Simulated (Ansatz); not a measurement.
`C/C=N\[SiH3]` and `[SiH3]/N=C\[SiH2][SiH3]` differ in one atom or group.

Ansatz, PBE0-D4/def2-TZVP geometries, multiplicity 1. Each molecule was computed in one conformer, which needn't be the lowest.

```json
{"property": "HOMO energy (ωB97M-V/def2-TZVPP) / eV", "`C/C=N\\[SiH3]`": "-9.22"}
{"property": "size of the dipole moment (B3LYP/def2-TZVPP) / D", "`C/C=N\\[SiH3]`": "2.18"}
{"property": "LUMO energy (B3LYP/def2-TZVPP) / eV", "`C/C=N\\[SiH3]`": "-0.86"}
{"property": "HOMO energy (PBE/def2-TZVPP) / eV", "`C/C=N\\[SiH3]`": "-5.54"}
{"property": "HOMO–LUMO gap (PBE/def2-TZVPP) / eV", "`C/C=N\\[SiH3]`": "3.82"}
{"property": "HOMO–LUMO gap (B3LYP/def2-TZVPP) / eV", "`C/C=N\\[SiH3]`": "5.83"}
```

(1) What does the change do to each property? (Estimate.)

## Answers

(1) Ansatz gave: 
```tsv
property	`[SiH3]/N=C\[SiH2][SiH3]`	shift
HOMO energy (ωB97M-V/def2-TZVPP) / eV	-8.90	0.32
size of the dipole moment (B3LYP/def2-TZVPP) / D	1.23	-0.95
LUMO energy (B3LYP/def2-TZVPP) / eV	-1.82	-0.96
HOMO energy (PBE/def2-TZVPP) / eV	-5.42	0.12
HOMO–LUMO gap (PBE/def2-TZVPP) / eV	2.79	-1.03
HOMO–LUMO gap (B3LYP/def2-TZVPP) / eV	4.65	-1.18
```

With PBE0 the HOMO rises by 0.23 eV and the LUMO falls by 0.99 eV, so the gap narrows by about 1.22 eV. PBE moves the HOMO by 0.12 eV and ωB97M-V by 0.32 eV. Dipoles are sizes alone; their direction can turn.

B3LYP here is the variant with VWN-RPA as its local correlation; programs differ in this.
